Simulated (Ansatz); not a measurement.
Reaction (ligand exchange at the Si–S bond): `C=CS[Si](O)(O)O` + H₂Se → `O[Si](O)(O)[SeH]` + `C=CS`

Isolated molecules relaxed with PBE0-D4/def2-TZVP in Ansatz; ΔE leaves out vibrations. CBS: MP2 limit from def2 TZ/QZ plus the TZ coupled-cluster correction, frozen cores. This one scheme is used for every species. Functionals use def2-TZVPP. B3LYP here is the variant with VWN-RPA as its local correlation; programs differ in this. For Se outer-core shells are correlated without core-valence functions, which leaves a few kJ/mol of doubt a bond. Scalar relativity is left out up to krypton. Each species was taken in one conformer, which may not be the lowest.

```tsv
level	ΔE (kcal/mol)	difference from CCSD(T)/CBS
PBE-D4	0.0	0.6
r2SCAN-D4	0.0	0.6
PBE0-D4	-0.1	0.5
B3LYP-D4	0.1	0.7
ωB97X-V	-0.2	0.4
ωB97M-V	-0.1	0.5
B2PLYP	-1.2	-0.6
PBE	-1.4	-0.8
r2SCAN	-0.5	0.1
PBE0	-1.4	-0.8
B3LYP	-2.1	-1.5
HF/def2-TZVPP	-2.6	-2.0
MP2/def2-TZVPP	-0.1	0.5
SCS-MP2/def2-TZVPP	-0.6	0.0
CCSD/def2-TZVPP	-0.6	0.0
CCSD(T)/def2-TZVPP	0.0	0.6
HF/def2-QZVPP	-2.5	-1.9
MP2/def2-QZVPP	-0.5	0.1
SCS-MP2/def2-QZVPP	-0.9	-0.3
HF/CBS(def2)	-2.5	-1.9
MP2/CBS(def2)	-0.7	-0.1
CCSD/CBS(def2)	-1.2	-0.6
CCSD(T)/CBS	-0.6	0
```

Largest T1 diagnostic among the species: 0.012.

In def2-TZVPP, CCSD(T) changes the Hartree–Fock value by +2.6 kcal/mol (the triples alone add +0.7 kcal/mol) and MP2 by +2.4 kcal/mol. The D4 term adds +2.2 kcal/mol with B3LYP and +1.3 kcal/mol with PBE0; it sums over pairs of atoms, weighted by their polarisabilities, and B3LYP, whose exchange is more repulsive, gets the larger term.
